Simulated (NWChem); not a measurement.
System: CH$_{5}$Al; SMILES [CH3][AlH2]

Input file for NWChem:

```
start job
memory heap 200 mb stack 900 mb global 1100 mb
geometry units angstroms noautoz
  Al     0.010410     0.716897    -0.008486
  H     -1.369631     1.514565     0.009253
  H      1.372500     1.544444     0.009410
  C      0.011187    -1.239230    -0.018753
  H     -0.238208    -1.618990     0.988889
  H      0.984619    -1.672709    -0.296313
  H     -0.756704    -1.647163    -0.697019
end
basis spherical
  * library 6-31g*
end
dft
  xc xpbe96 cpbe96
  iterations 150
  vectors input atomic output neutral.movecs
end
task dft energy
charge 1
dft
  odft
  mult 2
  vectors input atomic output cation.movecs
end
task dft energy
```

Parts of the log:

```
             Northwest Computational Chemistry Package (NWChem) 7.3.0
             --------------------------------------------------------

 C1  symmetry detected

                             Geometry "geometry" -> ""
                             -------------------------

 Output coordinates in angstroms (scale by  1.889725989 to convert to a.u.)

  No.       Tag          Charge          X              Y              Z
 ---- ---------------- ---------- -------------- -------------- --------------
    1 Al                  13.0000     0.00152875     0.71670698    -0.00329235
    2 H                    1.0000    -1.37935498     1.51299658     0.01031168
    3 H                    1.0000     1.36274295     1.54576714     0.01080059
    4 C                    6.0000     0.00436835    -1.23944493    -0.00400905
    5 H                    1.0000    -0.24480719    -1.61454390     1.00543151
    6 H                    1.0000     0.97830625    -1.67324721    -0.27927983
    7 H                    1.0000    -0.76297079    -1.65149372    -0.68040917

 Effective nuclear repulsion energy (a.u.)      50.4100108435

  pbe96 is a nonlocal functional; adding pw91lda local functional.

                                 NWChem DFT Module
                                 -----------------

 Summary of "ao basis" -> "ao basis" (spherical)
 ------------------------------------------------------------------------------
       Tag                 Description            Shells   Functions and Types
 ---------------- ------------------------------  ------  ---------------------
 Al                          6-31g*                  8       18   4s3p1d
 H                           6-31g*                  2        2   2s
 C                           6-31g*                  6       14   3s2p1d

            General Information
            -------------------
          SCF calculation type: DFT
          Wavefunction type:  closed shell.
          No. of atoms     :     7
          No. of electrons :    24
           Alpha electrons :    12
            Beta electrons :    12
          Charge           :     0
          Spin multiplicity:     1
          Use of symmetry is: off; symmetry adaption is: off
          Maximum number of iterations: 150
          AO basis - number of functions:    42
                     number of shells:    24
          Convergence on energy requested:  1.00D-06
          Convergence on density requested:  1.00D-05
          Convergence on gradient requested:  5.00D-04

              XC Information
              --------------
          PerdewBurkeErnzerhof Exchange Functional  1.000
            Perdew 1991 LDA Correlation Functional  1.000 local
           PerdewBurkeErnz. Correlation Functional  1.000 non-local

             Grid Information
             ----------------
          Grid used for XC integration:  medium
          Radial quadrature: Mura-Knowles
          Angular quadrature: Lebedev.
          Tag              B.-S. Rad. Rad. Pts. Rad. Cut. Ang. Pts.
          ---              ---------- --------- --------- ---------
          Al                  1.25       88           8.0       590
          H                   0.35       45          10.0       434
          C                   0.70       49           8.0       434
          Grid pruning is: on
          Number of quadrature shells:   362
          Spatial weights used:  Erf1

      Superposition of Atomic Density Guess
      -------------------------------------

 Sum of atomic energies:        -282.01006755

      Non-variational initial energy
      ------------------------------

 Total energy =    -282.681166
 1-e energy   =    -489.269438
 2-e energy   =     156.178261
 HOMO         =      -0.339898
 LUMO         =      -0.006913

   convergence    iter        energy       DeltaE   RMS-Dens  Diis-err
 ---------------- ----- ----------------- --------- --------- ---------
 d= 0,ls=0.0,diis     1   -283.2737544066 -3.34D+02  1.22D-02  1.57D-01
 d= 0,ls=0.0,diis     2   -283.2795294697 -5.78D-03  7.19D-03  8.96D-02
 d= 0,ls=0.0,diis     3   -283.2881631480 -8.63D-03  2.78D-03  3.14D-02
 d= 0,ls=0.0,diis     4   -283.2925478909 -4.38D-03  4.80D-04  1.41D-04
 d= 0,ls=0.0,diis     5   -283.2925817089 -3.38D-05  5.11D-05  4.20D-06
 d= 0,ls=0.0,diis     6   -283.2925824005 -6.92D-07  8.22D-06  1.45D-07

         Total DFT energy =     -283.292582400454
      One electron energy =     -491.372944570953
           Coulomb energy =      183.372837798454
    Exchange-Corr. energy =      -25.702486471429
 Nuclear repulsion energy =       50.410010843473

 Numeric. integr. density =       23.999996615788

                       DFT Final Molecular Orbital Analysis
                       ------------------------------------

 Vector   10  Occ=2.000000D+00  E=-3.453871D-01
              MO Center= -1.7D-01, -1.4D+00,  1.7D-01, r^2= 1.4D+00
   Bfn.  Coefficient  Atom+Function         Bfn.  Coefficient  Atom+Function
  ----- ------------  ---------------      ----- ------------  ---------------
    27      0.429875  4 C  pz                37      0.261196  5 H  s
    31      0.222392  4 C  pz                38      0.222916  5 H  s
    41     -0.189830  7 H  s                 42     -0.158510  7 H  s
    39     -0.064551  6 H  s                  9      0.060789  1 Al pz
    40     -0.053380  6 H  s                  5     -0.030144  1 Al pz

[...]
```

Level: PBE/6-31G* (spherical d), vertical spin-unrestricted ions. Coordinates come from a PBE0/def2-SVP optimisation.
